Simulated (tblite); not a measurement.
Compound: C4H7BCl2S.
Numbering: `[CH3:1]/[CH:2]=[C:3](\[S:4][CH3:5])[B:6]([Cl:7])[Cl:8]` (hydrogens: H9, H10, H11 on C1; H12 on C2; H13, H14, H15 on C5)

Computed with GFN2-xTB (tblite), gas phase: L-BFGS steps from a force-field or distance-geometry start until the largest atomic force falls under 0.01 eV/Å.

Step 38: E = -700.2093 eV
```
atom  x, y, z in Å  |  force x, y, z in eV/Å
C1     -1.1182   -1.3998    0.0442   -0.012  -0.042   0.012
C2      0.3269   -1.0902   -0.1823    0.050   0.050  -0.045
C3      0.9860    0.0710   -0.2165    0.012   0.065   0.035
S4      0.4023    1.7422    0.0133    0.055  -0.032  -0.034
C5     -1.3588    1.7125    0.4827   -0.027   0.014  -0.007
B6      2.5422    0.0840   -0.5090   -0.028  -0.028  -0.005
Cl7     3.6738   -0.2559    0.7352   -0.041   0.012  -0.032
Cl8     3.1119    0.3730   -2.0982    0.026   0.037   0.014
H9     -1.3277   -2.4019   -0.3165   -0.016  -0.057  -0.032
H10    -1.3488   -1.3814    1.1081   -0.017   0.001   0.063
H11    -1.7832   -0.7108   -0.4646    0.040   0.021  -0.031
H12     0.9506   -1.9617   -0.3453   -0.048  -0.050   0.040
H13    -1.5690    2.7310    0.7984   -0.003  -0.008  -0.005
H14    -1.9694    1.4645   -0.3790   -0.013   0.019   0.035
H15    -1.5230    1.0314    1.3079    0.020  -0.002  -0.009
```

Step 39: E = -700.2103 eV
```
atom  x, y, z in Å  |  force x, y, z in eV/Å
C1     -1.1170   -1.3980    0.0429    0.009  -0.034   0.012
C2      0.3295   -1.0894   -0.1815    0.011   0.029  -0.056
C3      0.9854    0.0734   -0.2194    0.009   0.033   0.043
S4      0.3991    1.7435    0.0030    0.015  -0.024  -0.025
C5     -1.3603    1.7117    0.4839   -0.010   0.015   0.001
B6      2.5407    0.0838   -0.5083   -0.003  -0.027  -0.014
Cl7     3.6684   -0.2681    0.7354   -0.032   0.010  -0.021
Cl8     3.1149    0.3763   -2.0947    0.031   0.043   0.001
H9     -1.3275   -2.3996   -0.3214   -0.017  -0.028  -0.017
H10    -1.3437   -1.3816    1.1086   -0.037   0.001   0.020
H11    -1.7780   -0.7043   -0.4666    0.045  -0.014   0.002
H12     0.9512   -1.9633   -0.3424   -0.039  -0.022   0.049
H13    -1.5729    2.7320    0.7910    0.000   0.005  -0.007
H14    -1.9761    1.4524   -0.3703   -0.013   0.023   0.024
H15    -1.5183    1.0394    1.3177    0.031  -0.010  -0.012
```

Step 40: E = -700.2109 eV
```
atom  x, y, z in Å  |  force x, y, z in eV/Å
C1     -1.1162   -1.3976    0.0422    0.020  -0.020   0.008
C2      0.3310   -1.0879   -0.1822   -0.025  -0.002  -0.039
C3      0.9853    0.0760   -0.2203    0.003  -0.007   0.032
S4      0.3973    1.7445   -0.0040   -0.022  -0.003  -0.016
C5     -1.3613    1.7113    0.4848    0.003   0.009   0.006
B6      2.5398    0.0831   -0.5081    0.013  -0.017  -0.021
Cl7     3.6646   -0.2762    0.7352   -0.021   0.005  -0.009
Cl8     3.1179    0.3790   -2.0924    0.030   0.044  -0.006
H9     -1.3275   -2.3988   -0.3250   -0.010   0.001  -0.001
H10    -1.3416   -1.3821    1.1093   -0.039  -0.003  -0.018
H11    -1.7746   -0.7010   -0.4675    0.042  -0.035   0.020
H12     0.9511   -1.9639   -0.3395   -0.026   0.000   0.047
H13    -1.5754    2.7330    0.7856    0.004   0.008  -0.005
H14    -1.9809    1.4443   -0.3641   -0.008   0.025   0.021
H15    -1.5141    1.0443    1.3243    0.037  -0.005  -0.020
```

Step 41: E = -700.2114 eV
```
atom  x, y, z in Å  |  force x, y, z in eV/Å
C1     -1.1152   -1.3979    0.0420    0.019  -0.005   0.003
C2      0.3318   -1.0869   -0.1836   -0.044  -0.028  -0.009
C3      0.9855    0.0774   -0.2202   -0.003  -0.039   0.011
S4      0.3960    1.7446   -0.0090   -0.042   0.016  -0.010
C5     -1.3620    1.7113    0.4854    0.020   0.007   0.008
B6      2.5394    0.0822   -0.5085    0.017  -0.004  -0.023
Cl7     3.6615   -0.2811    0.7347   -0.007  -0.002   0.005
Cl8     3.1205    0.3820   -2.0910    0.027   0.043  -0.010
H9     -1.3281   -2.3985   -0.3274   -0.003   0.016   0.011
H10    -1.3409   -1.3822    1.1096   -0.033  -0.008  -0.040
H11    -1.7710   -0.6991   -0.4679    0.025  -0.039   0.024
H12     0.9502   -1.9649   -0.3365   -0.008   0.011   0.040
H13    -1.5769    2.7337    0.7822    0.006   0.015   0.001
H14    -1.9844    1.4401   -0.3596   -0.011   0.021   0.007
H15    -1.5109    1.0474    1.3279    0.037  -0.007  -0.016
```

Problem. Estimate the geometry and energy of step 42. (The exact step hangs on the optimiser's Hessian estimate; all steps are aligned on step 41, rigid shifts and turns removed.)

Solution. E = -700.2119 eV, largest force 0.067 eV/Å
```
atom  x, y, z in Å  |  force x, y, z in eV/Å
C1     -1.1138   -1.3977    0.0410    0.007   0.004  -0.003
C2      0.3322   -1.0842   -0.1856   -0.042  -0.043   0.030
C3      0.9852    0.0806   -0.2207   -0.004  -0.058  -0.018
S4      0.3923    1.7472   -0.0189   -0.049   0.020  -0.010
C5     -1.3627    1.7110    0.4870    0.012  -0.001   0.006
B6      2.5391    0.0809   -0.5089    0.017   0.011  -0.020
Cl7     3.6565   -0.2934    0.7349    0.001  -0.006   0.008
Cl8     3.1257    0.3867   -2.0885    0.020   0.042  -0.004
H9     -1.3275   -2.3969   -0.3321    0.004   0.019   0.019
H10    -1.3406   -1.3838    1.1086   -0.024  -0.013  -0.048
H11    -1.7678   -0.6972   -0.4674   -0.001  -0.029   0.016
H12     0.9502   -1.9633   -0.3314    0.011   0.012   0.031
H13    -1.5806    2.7359    0.7738    0.010   0.002   0.006
H14    -1.9904    1.4282   -0.3509    0.003   0.027   0.020
H15    -1.5022    1.0539    1.3373    0.037   0.012  -0.032
```

The energy changes by -0.0005 eV. The first-order estimate −F·Δx gives -0.0008 eV and the mean of the old and new forces, exact on a quadratic surface, -0.0005 eV. The step makes an angle of 81° with the force vector and moves no atom by more than 0.016 Å.

What follows is the cost of the whole relaxation. Time: 3.7 s. Hardware: one thread of an Arm Neoverse N1, no GPU, shared host with 64 logical CPUs at a one-minute load of 61.
